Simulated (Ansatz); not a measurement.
Molecule: SnH3 (charge +1, singlet). SMILES: [SnH3+]
Structure (B3LYP-D3(BJ)/def2-TZVP (Ansatz, a quantum-chemistry and plane-wave program) minimum search):
```
Sn
H 1 1.6913
H 1 1.6913 2 120.00
H 1 1.6913 2 120.00 3 180.00
```
Charge +1, spin multiplicity 1.

Property: vertical ionisation energy (to the doublet state of charge +2; each state is the SCF solution reached for its spin; the molecule has degenerate orbitals, so one determinant may break the symmetry; the UHF <S^2> is 0.87 for the doublet (pure: 0.75)), in eV. Valence correlation only, unless marked. Open shells are spin-unrestricted. Spin-orbit coupling is left out. Frozen are the shells of the preceding noble gas and the d and f shells that filled before the atom's block. Past Kr the def2 sets carry scalar-relativistic core potentials. CBS marks a two-point X^-3 extrapolation of the correlation energy; Hartree-Fock from the larger set.

```
level              program  vertical ionisation energy (eV)
-----------------  -------  -------------------------------
r2SCAN/def2-TZVPD   Ansatz                            18.63
```

Task: Predict the CCSD(T)/CBS(def2-TZVPPD,def2-QZVPPD) result (Ansatz).

Result: 18.85 eV, so r2SCAN/def2-TZVPD differs from it by -0.22 eV.
